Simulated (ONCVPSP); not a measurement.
aluminium, ONCV: configuration errors across variants

Al, optimised norm-conserving Vanderbilt (ONCV), made with ONCVPSP 4.0.1 (LDA (Perdew-Zunger), scalar-relativistic). Core [Ne], reference 3s2 3p1. Waves: 3s: rc 2.25 bohr, ncon 4, nbas 8, qcut 2.9 1/bohr, 2 projectors, debl 3.2 Ha; 3p: rc 2.50 bohr, ncon 4, nbas 8, qcut 4 1/bohr, 2 projectors, debl 4 Ha. Local part: polynomial inside 1.75 bohr (lpopt 4, dvloc0 2 Ha). Core correction: Teter function, fcfact 6, rcfact 1.7.

All-electron excitation energies from the reference (eV): (1) 3s2 3p0 5.847; (2) 3s1 3p0 25.224; (3) 3s2 3p0.5 2.125; (4) 3s1 3p1 11.666.

1 further variants failed, have other tests or too few solved ones, and are left out.

Errors AE − PS in meV (a dash: test not solved or not reliable):

| change | (1) | (2) | (3) | (4) | bound ghosts | GHOST(+) flags above zero |
| --- | --- | --- | --- | --- | --- | --- |
| base | -11 | -161 | -1.6 | -35 | none | none |
| core correction Teter function, fcfact 6, rcfact 1.12 | +2.9 | +34 | +0.3 | +1.4 | none | none |
| all radii but the core radius scaled by about 1.28 (s 2.88, p 3.20 bohr); local potential polynomial inside 2.24 bohr (lpopt 4, dvloc0 2 Ha) | -7.7 | -184 | -1.4 | -54 | none | p |
| p: debl 1.55 | -11 | -161 | -1.7 | -35 | none | none |
| core correction Teter function, fcfact 5.4, rcfact 1.7 | -9.8 | -147 | -1.5 | -32 | none | none |
| s: rc 2.3 | -11 | -162 | -1.6 | -36 | none | none |

**Question.** Give the same row for: p: rc 2.82.

**Answer.** -11, -163, -1.7, -34; bound ghosts: none; GHOST(+) flags above zero: none.
